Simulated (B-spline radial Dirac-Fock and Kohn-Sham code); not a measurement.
## Dipole and non-dipole photoemission parameters of Eu 4d3/2

System: the free europium atom, configuration [Xe] 4f7 6s2; threshold 133.0 eV (tabulated edge). These are calculated numbers from a radial finite-basis atomic code; the model is Dirac-Hartree-Slater photoionisation with a Latter tail; cross sections with all multipoles, angular parameters from the dipole term and its interference with E2.

The run's input, task.json:

```json
{"items": [{
  "Z": 63,
  "q": 0,
  "cfg": [[1, 0, 2], [2, 0, 2], [2, 1, 6], [3, 0, 2], [3, 1, 6], [3, 2, 10], [4, 0, 2], [4, 1, 6], [4, 2, 10], [4, 3, 7], [5, 0, 2], [5, 1, 6], [6, 0, 2]],
  "A": 153,
  "rrms": 5.1115,
  "do": "xps",
  "hv": [51.5, 55.1, 100.0, 200, 284.0, 318.0, 353.0, 422.0, 582.0, 600, 681.0, 721.0, 725.0, 754.0, 813.0, 1090.0, 1253.6, 1340.0, 1400.0, 1920.0, 2780.0, 2830.0, 2984.4, 3960.0, 4000, 4730.0, 5414.7, 8047.8, 11300.0, 15000],
  "edges": {"K": 48519.0, "L1": 8052.0, "L2": 7617.0, "L3": 6977.0, "M1": 1800.0, "M2": 1614.0, "M3": 1481.0, "M4": 1158.6, "M5": 1127.5, "N1": 360.0, "N2": 284.0, "N3": 257.0, "N4": 133.0, "N5": 127.7}
}]}
```

Launch: `python xray2_run.py task.json out`

For linearly polarised light dσ/dΩ = σ/(4π) [1 + β P₂(cos θ) + (δ + γ cos²θ) sin θ cos φ], with θ from the polarisation vector and φ the angle between the beam and the projection of the electron momentum on the plane normal to the polarisation.

| hν (eV) | σ (kb) | β | γ | δ |
| --- | --- | --- | --- | --- |
| 200 | 143 | 0.220 | -0.325 | 0.085 |
| 284 | 239 | -0.552 | -0.060 | 0.121 |
| 318 | 276 | -0.210 | 0.054 | 0.089 |
| 353 | 297 | 0.061 | 0.114 | 0.064 |
| 422 | 303 | 0.424 | 0.139 | 0.031 |
| 582 | 249 | 0.856 | 0.062 | 0.004 |
| 600 | 241 | 0.886 | 0.052 | 0.003 |
| 681 | 210 | 0.999 | 0.015 | 0.001 |
| 721 | ? | ? | ? | ? |
| 725 | 194 | 1.047 | -0.001 | 0.001 |
| 754 | 184 | 1.075 | -0.010 | 0.002 |
| 813 | 165 | 1.124 | -0.024 | 0.003 |
| 1090 | 101 | 1.264 | -0.034 | 0.011 |
| 1253.6 | 77.0 | 1.308 | -0.012 | 0.016 |
| 1340 | 67.2 | 1.324 | 0.004 | 0.019 |
| 1400 | 61.2 | 1.333 | 0.017 | 0.021 |
| 1920 | 29.8 | 1.366 | 0.158 | 0.034 |
| 2780 | 11.6 | 1.344 | 0.413 | 0.055 |
| 2830 | 11.0 | 1.342 | 0.427 | 0.056 |
| 2984.4 | 9.55 | 1.334 | 0.470 | 0.059 |
| 3960 | 4.30 | 1.275 | 0.717 | 0.082 |
| 4000 | 4.17 | 1.273 | 0.726 | 0.083 |
| 4730 | 2.53 | 1.227 | 0.883 | 0.100 |
| 5414.7 | 1.67 | 1.185 | 1.013 | 0.116 |
| 8047.8 | 0.467 | 1.045 | 1.403 | 0.179 |
| 11300 | 0.146 | 0.911 | 1.720 | 0.257 |
| 15000 | 0.0531 | 0.795 | 1.957 | 0.344 |

**Question.** Give the values at 721 eV.

**Answer.** σ = 195 kb, β = 1.043, γ = 0.000, δ = 0.001.
